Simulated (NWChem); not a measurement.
System: InH3SO2; SMILES [OH][In]([OH])[SH]

Here is an NWChem input.

```
start job
memory heap 200 mb stack 900 mb global 1100 mb
geometry units angstroms noautoz
  In    -0.006337    -0.274054    -0.000913
  O      1.533046    -1.540590    -0.000029
  H      2.384582    -1.088533    -0.000362
  O     -1.818600    -1.095374    -0.000692
  H     -1.763174    -2.058714    -0.000197
  S      0.180768     2.107246    -0.002146
  H     -1.163837     2.252532    -0.002424
end
basis spherical
  In library def2-svp
  O library def2-svp
  H library def2-svp
  S library def2-svp
end
ecp
  In library def2-ecp
end
dft
  xc scan
  iterations 150
  mulliken
end
task dft energy
```

Coordinates come from a PBE0/def2-SVP optimisation. def2 effective core potentials on In; no spin-orbit coupling.

Question: What results follow from this input? (SCAN/def2-SVP with def2 effective core potentials on In.) Quantities: energy (Ha); highest occupied level (eV); orbital gap (eV); dipole (D).

Answer: 
```yaml
energy (Ha): -740.40
highest occupied level (eV): -6.64
orbital gap (eV): 4.21
dipole (D): 0.58
```
